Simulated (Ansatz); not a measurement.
`[SiH3][SnH2][SH]` + HCl → `[SH][SnH2][Cl]` + SiH₄ at 298.15 K and 1 bar (cleavage of the Sn–Si bond).

Computed with Ansatz on PBE0-D4/def2-TZVP structures; ΔE is electronic, products minus reactants. CBS: MP2 limit from def2 TZ/QZ plus the TZ coupled-cluster correction, frozen cores. This one scheme is used for every species. def2 core potentials past Kr. For Sn outer-core shells are correlated without core-valence functions, which leaves a few kJ/mol of doubt a bond. One conformer a species, not always the lowest.

```
           species  CCSD(T)/CBS energy (Eh)  H − E (kJ/mol)  S (J/(mol·K))
`[SiH3][SnH2][SH]`               -904.49804           146.1          373.2
               HCl               -460.38127            26.6          186.8
  `[SH][SnH2][Cl]`              -1073.44145            81.1          334.6
              SiH₄               -291.46306            92.1          204.8
```

H − E and S are ideal-gas, rigid-rotor, harmonic terms from PBE0-D4/def2-TZVP, for one conformer and one mirror image of each species. 1 Eh = 2625.50 kJ/mol, R = 8.31446 J/(mol·K).

By hand: ΔE, ΔH, ΔS and ΔG.

ΔE = (-1073.44145) + (-291.46306) − (-904.49804) − (-460.38127) = -0.02520 Eh = -66.2 kJ/mol. Δ(H − E) = 81.1 + 92.1 − 146.1 − 26.6 = 0.5, so ΔH = -65.7 kJ/mol. ΔS = 334.6 + 204.8 − 373.2 − 186.8 = -20.6 J/(mol·K). ΔG = -65.7 − 298.15 × (-20.6)/1000 = -59.6 kJ/mol.

By hand: the equilibrium constant, and the temperature at which ΔG would vanish if ΔH and ΔS stayed fixed.

log₁₀ K = −ΔG/(RT ln 10) = 10.4. ΔG = 0 at ΔH/ΔS = 3189 K, far beyond where these terms or the molecules hold.

ΔH outweighs TΔS. A doubt of 5 kJ/mol in ΔE shifts log₁₀ K by 0.9 here. Other conformers and mirror images would add mixing entropy, several J/(mol·K) or more a flexible species. Modes under 60 cm⁻¹, often nearly free rotors, make the harmonic entropy too high. These are equilibria of isolated gas molecules and say nothing of rates. Largest T1 diagnostic: 0.013 (customary marks: 0.02 for closed shells, 0.045 for open ones).
